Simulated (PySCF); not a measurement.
Gas-phase XPS of `CCc1cc[nH+]cc1Cl`, computed

Compound: C7H9ClN (charge +1).
Bonds: C1–C2, C2–C3, C3–C4 (aromatic), C4–C5 (aromatic), C5–N6 (aromatic), N6–C7 (aromatic), C7–C8 (aromatic), C8–Cl9, C3–C8 (aromatic). Hydrogens: H10, H11, H12 on C1; H13, H14 on C2; H15 on C4; H16 on C5; H17 on N6; H18 on C7.

Method: delta-SCF UKS SCAN, pcX-2 on the ionised atom, pcseg-1 elsewhere, spin-free X2C (PySCF). Binding energies are ΔSCF values: E(core-ionised, relaxed orbitals) − E(ground state) at a fixed geometry, referred to the vacuum level.

Problem. What binding energy does each computed site have?

Solution. 
```json
{"atom(s)": "C1", "bonded to": "C and 3 H", "level": "C 1s", "binding energy (eV)": "294.26", "2p1/2 (eV)": "–", "above the level's lowest (eV)": "0.00", "count": "1"}
{"atom(s)": "C2", "bonded to": "2 C and 2 H", "level": "C 1s", "binding energy (eV)": "294.96", "2p1/2 (eV)": "–", "above the level's lowest (eV)": "+0.70", "count": "1"}
{"atom(s)": "C3", "bonded to": "2 C (aromatic in the SMILES) and C", "level": "C 1s", "binding energy (eV)": "296.09", "2p1/2 (eV)": "–", "above the level's lowest (eV)": "+1.83", "count": "1"}
{"atom(s)": "C4", "bonded to": "2 C (aromatic in the SMILES) and H", "level": "C 1s", "binding energy (eV)": "295.75", "2p1/2 (eV)": "–", "above the level's lowest (eV)": "+1.49", "count": "1"}
{"atom(s)": "C5", "bonded to": "N (aromatic in the SMILES), C (aromatic in the SMILES) and H", "level": "C 1s", "binding energy (eV)": "296.90", "2p1/2 (eV)": "–", "above the level's lowest (eV)": "+2.64", "count": "1"}
{"atom(s)": "N6", "bonded to": "2 C (aromatic in the SMILES) and H", "level": "N 1s", "binding energy (eV)": "412.55", "2p1/2 (eV)": "–", "above the level's lowest (eV)": "0.00", "count": "1"}
{"atom(s)": "C7", "bonded to": "N (aromatic in the SMILES), C (aromatic in the SMILES) and H", "level": "C 1s", "binding energy (eV)": "296.95", "2p1/2 (eV)": "–", "above the level's lowest (eV)": "+2.69", "count": "1"}
{"atom(s)": "C8", "bonded to": "Cl and 2 C (aromatic in the SMILES)", "level": "C 1s", "binding energy (eV)": "297.05", "2p1/2 (eV)": "–", "above the level's lowest (eV)": "+2.79", "count": "1"}
{"atom(s)": "Cl9", "bonded to": "C", "level": "Cl 2p3/2", "binding energy (eV)": "210.75", "2p1/2 (eV)": "212.40", "above the level's lowest (eV)": "0.00", "count": "1"}
{"atom(s)": "Cl9", "bonded to": "C", "level": "Cl 1s", "binding energy (eV)": "2833.38", "2p1/2 (eV)": "–", "above the level's lowest (eV)": "0.00", "count": "1"}
```

Lowest listed C 1s: C1, bonded to C and 3 H. Highest, 2.79 eV above it: C8, bonded to Cl and 2 C (aromatic in the SMILES). The widest gap between neighbouring values is 0.81 eV, between 296.09 and 296.90 eV. The values 296.90 and 296.95 eV lie too close for their order to be trusted.

Problem. What is the C 1s shift of C8 against C5?

Solution. 297.05 − 296.90 = +0.15 eV, or +14 kJ/mol.

Spin contamination (⟨S²⟩ against 0.75 for a pure doublet) is marked for C 1s of C3 (0.85), which makes this value less certain. 2p3/2 and 2p1/2 are the ΔSCF energy of one spin-free 2p hole plus the eigenvalues of a spin–orbit and ligand-field matrix of the shell. 2p1/2 minus 2p3/2 (ligand field included): Cl 1.65 eV. The species carries charge +1, so core ionisation leaves charge +2. One conformer (not necessarily the lowest) at the PBE0-D3(BJ)/def2-SVP geometry, without solvent, vibrations or thermal averaging.

On one thread of an Intel Xeon 6975P-C (shared host), this took 2.4 min of wall time and 0.57 GiB of memory at its peak.

Shape of the structure used: `[CH3:1][CH2:2][c:3]1[cH:4][cH:5][nH+:6][cH:7][c:8]1[Cl:9]`: C1–C2–C3–C4 96°.
